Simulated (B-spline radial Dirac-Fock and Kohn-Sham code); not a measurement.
The Dy-like isoelectronic sequence (66 electrons), Z = 66 to 77

These are calculated numbers from a radial atomic solver; the model is relaxed Dirac-Fock hole states (ΔSCF) with Breit and QED corrections and a finite nucleus. Binding energies in eV, tabulated ground configurations. Correlation and solid-state effects are left out.

```
  ion           configuration    2p3/2      3s  4p1/2  4d5/2  outermost level  NIST ionisation energy
   Dy           [Xe] 4f10 6s2   7792.0  2051.8  342.1  163.3        4.91 (6s)                5.939061
  Ho⁺           [Xe] 4f11 6s1   8079.4  2143.5  363.3  177.0       10.89 (6s)           11.781 ± 0.02
 Er²⁺               [Xe] 4f12   8373.1  2238.5  386.1  192.1       20.97 (4f)             22.7 ± 0.03
 Tm³⁺               [Xe] 4f12   8685.2  2350.2  422.9  220.1       41.53 (4f)            42.41 ± 0.04
 Yb⁴⁺               [Xe] 4f12   9005.2  2467.1  463.0  250.9       64.77 (4f)                       –
 Lu⁵⁺               [Xe] 4f12   9333.0  2589.0  505.8  284.0       90.43 (4f)                       –
 Hf⁶⁺  [Kr] 4d10 4f13 5s2 5p5   9659.6  2705.1  542.4  311.8       110.7 (4f)                       –
 Ta⁷⁺  [Kr] 4d10 4f13 5s2 5p5  10001.5  2835.7  589.9  348.8       140.1 (4f)                       –
  W⁸⁺  [Kr] 4d10 4f14 5s2 5p4  10340.8  2959.1  629.9  379.3       161.3 (5p)             160.2 ± 1.2
 Re⁹⁺  [Kr] 4d10 4f14 5s2 5p4        ?       ?      ?      ?                ?                       ?
Os¹⁰⁺  [Kr] 4d10 4f14 5s2 5p4  11060.1  3242.4  736.1  462.4       212.1 (5p)                213 ± 11
Ir¹¹⁺  [Kr] 4d10 4f14 5s2 5p4  11430.8  3391.3  792.9  507.0       239.4 (5p)                240 ± 12
```

Q: Fill in the row of Re⁹⁺.

A: 2p3/2 10696.7, 3s 3098.3, 4p1/2 681.7, 4d5/2 419.8, outermost 186.0 (5p), NIST 187 ± 9 eV.

NIST's values are for the lowest levels; a dash marks a value that is missing or belongs to another shell. Their kind here: measured, semi-empirical, theoretical. Where a p, d or f shell is open in either ion the computed value averages over both j values and all terms, while the table refers to the lowest levels; that difference holds spin-orbit splitting (largest in heavy or highly charged ions), term energies where several electrons share open shells, and correlation, and it can reach 10 % or more.
